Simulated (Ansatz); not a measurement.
Born–Oppenheimer molecular dynamics of Cl2H3OScSi (8 atoms, charge 0, multiplicity 1). It starts at the highest image of a converged band. Of that band: Neighbouring images differ by up to 2.8 eV, so the band resolves the path poorly. A vibrational analysis at the climbing image gives one clearly imaginary mode, 1640i cm⁻¹: a first-order saddle point.

These are results of RKS PBE0-D4/def2-SVP (Ansatz), not measurements.

| Quantity | Value |
| --- | --- |
| ensemble | NVE (velocity Verlet) |
| time step | 0.5 fs |
| steps asked | 200 |
| starting velocities drawn for | 300 K |
| seed | 10309 |

First frame:

```xyz
8
Properties=species:S:1:pos:R:3
Si 0.350 -0.775 1.344
O 1.196 -0.193 -0.159
Sc -0.294 0.679 -0.995
Cl -1.602 -0.669 -2.288
Cl -0.272 2.954 -1.152
H -0.861 0.181 1.096
H -0.243 -2.131 1.094
H 1.726 -0.047 1.061
```

Task: How far do the bonds stretch over the last three quarters of this one trajectory? (Pairs bonded in most of those frames.)

Result: 
```json
{"bond": "Si1–O2", "mean (Å)": "2.111", "spread (Å)": "0.190", "shortest": "1.72", "longest": "2.34"}
{"bond": "Si1–Sc3", "mean (Å)": "2.923", "spread (Å)": "0.141", "shortest": "2.63", "longest": "3.09"}
{"bond": "Si1–H6", "mean (Å)": "1.623", "spread (Å)": "0.065", "shortest": "1.49", "longest": "1.76"}
{"bond": "Si1–H7", "mean (Å)": "1.562", "spread (Å)": "0.055", "shortest": "1.48", "longest": "1.69"}
{"bond": "O2–Sc3", "mean (Å)": "2.011", "spread (Å)": "0.082", "shortest": "1.87", "longest": "2.16"}
{"bond": "O2–H8", "mean (Å)": "0.998", "spread (Å)": "0.061", "shortest": "0.89", "longest": "1.10"}
{"bond": "Sc3–Cl4", "mean (Å)": "2.278", "spread (Å)": "0.042", "shortest": "2.21", "longest": "2.34"}
{"bond": "Sc3–Cl5", "mean (Å)": "2.277", "spread (Å)": "0.022", "shortest": "2.24", "longest": "2.30"}
{"bond": "Sc3–H6", "mean (Å)": "2.115", "spread (Å)": "0.131", "shortest": "1.88", "longest": "2.31"}
```

Mean temperature of the second half: 1304 K. The conserved energy stayed within 0.64 meV per atom of its start (net change 0.089 meV per atom), so the integration is sound. The kinetic energy rose, since the run started high on the potential surface and went downhill. A run of 0.1 ps of so small a system gives no equilibrium averages. The orbitals stay closed-shell, which can raise the energy where a bond breaks towards radicals; this wasn't checked here.

Time of the run: 4.7 min on 2 threads of AMD EPYC 9R45 96-Core Processor (Zen 5) (shared host), peak memory 0.33 GiB.
